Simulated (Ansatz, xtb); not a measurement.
## Two isomers of C5H8BN

Structure X: `Bn1cccc1C`, a singlet. Structure Y: `Bc1cc(C)c[nH]1`, a singlet. Both are isolated molecules in the gas phase, relaxed with B3LYP-D3(BJ)/def2-SVP; the shapes shown needn't be the lowest conformers.

X (Å):

```yaml
atoms:
  - { symbol: C, position_ang: [0.6942, 1.6002, -1.3690] }
  - { symbol: C, position_ang: [2.0109, 1.8674, -1.1426] }
  - { symbol: C, position_ang: [2.4307, 1.0351, -0.0401] }
  - { symbol: C, position_ang: [1.3573, 0.2895, 0.3677] }
  - { symbol: C, position_ang: [1.2620, -0.7198, 1.4629] }
  - { symbol: B, position_ang: [-1.0598, 0.1093, -0.3956] }
  - { symbol: N, position_ang: [0.2583, 0.6273, -0.4509] }
  - { symbol: H, position_ang: [-1.3383, -0.7211, 0.4260] }
  - { symbol: H, position_ang: [-1.8660, 0.5259, -1.1854] }
  - { symbol: H, position_ang: [-0.0029, 2.0025, -2.0995] }
  - { symbol: H, position_ang: [2.6268, 2.5764, -1.6924] }
  - { symbol: H, position_ang: [3.4256, 0.9969, 0.4006] }
  - { symbol: H, position_ang: [2.2386, -0.8149, 1.9575] }
  - { symbol: H, position_ang: [0.5207, -0.4351, 2.2277] }
  - { symbol: H, position_ang: [0.9735, -1.7153, 1.0874] }
```

Y (Å):

```yaml
atoms:
  - { symbol: C, position_ang: [-0.2683, 0.0516, -0.4365] }
  - { symbol: C, position_ang: [0.7505, 0.9721, -0.7550] }
  - { symbol: C, position_ang: [1.7920, 0.8657, 0.1907] }
  - { symbol: C, position_ang: [3.0707, 1.6480, 0.2456] }
  - { symbol: C, position_ang: [1.3914, -0.1325, 1.0883] }
  - { symbol: B, position_ang: [-1.5840, -0.2440, -1.1100] }
  - { symbol: N, position_ang: [0.1810, -0.6020, 0.7094] }
  - { symbol: H, position_ang: [-1.9072, 0.3632, -2.1008] }
  - { symbol: H, position_ang: [-2.3222, -1.0919, -0.6592] }
  - { symbol: H, position_ang: [0.7161, 1.6510, -1.6062] }
  - { symbol: H, position_ang: [3.6647, 1.5170, -0.6741] }
  - { symbol: H, position_ang: [2.8799, 2.7285, 0.3565] }
  - { symbol: H, position_ang: [3.6972, 1.3327, 1.0938] }
  - { symbol: H, position_ang: [1.9094, -0.5201, 1.9646] }
  - { symbol: H, position_ang: [-0.3416, -1.3290, 1.1816] }
```

Quicker runs give these differences E(Y) − E(X): GFN2-xTB +80.9 kJ/mol; HF/STO-3G +102.5 kJ/mol (at GFN2-xTB geometries); r2SCAN-D4/def2-SVP +49.4 kJ/mol (at GFN2-xTB geometries).

Problem. Estimate E(Y) − E(X) at the level CCSD(T)/def2-SVP + ΔMP2/def2-TZVPP.

Solution. Calculated at CCSD(T)/def2-SVP + ΔMP2/def2-TZVPP: E(Y) − E(X) = +64.8 kJ/mol, so structure X lies lower.

How the difference moves with the method:

| level | geometry | E(Y) − E(X) (kJ/mol) | departure from the last row (kJ/mol) | job, with rough time for the two |
| --- | --- | --- | --- | --- |
| GFN2-xTB | GFN2-xTB | +80.9 | +16.2 | optimisation, 0.14 s |
| HF/STO-3G | GFN2-xTB | +102.5 | +37.8 | single point, 0.72 s |
| r2SCAN-D4/def2-SVP | GFN2-xTB | +49.4 | −15.4 | single point, 4.8 s |
| B3LYP-D3(BJ)/def2-SVP | B3LYP-D3(BJ)/def2-SVP | +56.1 | −8.7 | optimisation, 1.8 min |
| HF/def2-SVP | B3LYP-D3(BJ)/def2-SVP | +69.1 | +4.3 | part of the CCSD(T) run |
| MP2/def2-SVP | B3LYP-D3(BJ)/def2-SVP | +57.8 | −6.9 | part of the CCSD(T) run |
| CCSD(T)/def2-SVP | B3LYP-D3(BJ)/def2-SVP | +65.8 | +1.0 | single point |
| CCSD(T)/def2-SVP + ΔMP2/def2-TZVPP | B3LYP-D3(BJ)/def2-SVP | +64.8 |  | single point, 91 s |

As drawn, Y has 1 C–B, 1 N–H in place of 1 B–N, 1 C–H.

None of the levels shown reverses the order. The largest departure from CCSD(T)/def2-SVP + ΔMP2/def2-TZVPP is that of HF/STO-3G, 37.8 kJ/mol. The last row adds to CCSD(T) the change of the MP2 difference between the two basis sets, here −1.0 kJ/mol.

With thermal terms from frequencies at re-optimised GFN2-xTB minima (ideal gas, soft modes damped towards free rotors, one conformer each, 298.15 K, 1 atm): the zero-point term adds −2.1 kJ/mol; ΔH is +64.0 and ΔG +60.6 kJ/mol.

The correlated steps freeze 7 core orbitals. Run with Ansatz 0.2.0, xtb 6.7.1; the last row on 2 threads of Intel(R) Xeon(R) Platinum 8488C (Sapphire Rapids) on a shared host.
